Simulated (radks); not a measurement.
Values are calculated unless marked as measured or tabulated.
Radial electron density D(r) = 4 pi r^2 rho(r) of an atom or ion with 36 electrons. Level of theory: Dirac Kohn-Sham, LDA (Slater exchange, Perdew-Wang correlation), spin-unpolarised, spherical densities, point nucleus (a radial shooting solver on a logarithmic mesh with Libxc functionals).

r (bohr)  D(r) (e/bohr)
0.001592          1.141
0.001824          1.458
0.002073          1.834
0.002375          2.333
0.002721          2.958
0.003118          3.738
0.003572          4.703
0.004092          5.890
0.004651          7.243
0.005329          8.970
0.006105          11.03
0.006994          13.45
0.008013          16.26
0.00918           19.44
0.01043           22.75
0.01195           26.53
0.0137            30.47
0.01569           34.39
0.01798           38.05
0.0206            41.19
0.02341           43.40
0.02682           44.74
0.03073           44.89
0.0352            43.89
0.04033           41.99
0.04584           39.87
0.05251           37.94
0.06016           37.12
0.06893           38.02
0.07897           40.83
0.09048           45.05
0.1028            49.31
0.1178            52.65
0.135             53.34
0.1546            50.62
0.1772            44.99
0.203             38.16
0.2307            32.77
0.2643            29.98
0.3028            30.74
0.3469            33.75
0.3975            36.55
0.4517            36.87
0.5175            33.76
0.5929            27.69
0.6793            20.47
0.7783            14.01
0.8917            9.501
1.013             7.193
1.161             6.207
1.33              5.868
1.524             5.488
1.746             4.773
2                 3.770
2.274             2.751
2.605             1.780
2.984             1.035
3.419            0.5383
3.917            0.2480
4.488           0.09989
5.1             0.03699
5.843           0.01092
6.695          0.002664

What is the nuclear charge?

Answer. Z = 36. The innermost maximum, from 1s, lies near gamma/Z bohr with gamma = sqrt(1 - (Z/c)^2) = 0.965, here 0.0268 bohr (found: 0.0293), and its height grows with Z. The density is that of neutral krypton in [Kr]; the configuration itself is not fixed sharply by these data, and Z only to about a unit. D(r) has 3 maxima, at r = 0.0293, 0.130, 0.431 bohr, and minima at 0.0602, 0.273 bohr, inside which lie 2.07, 11.01 electrons.
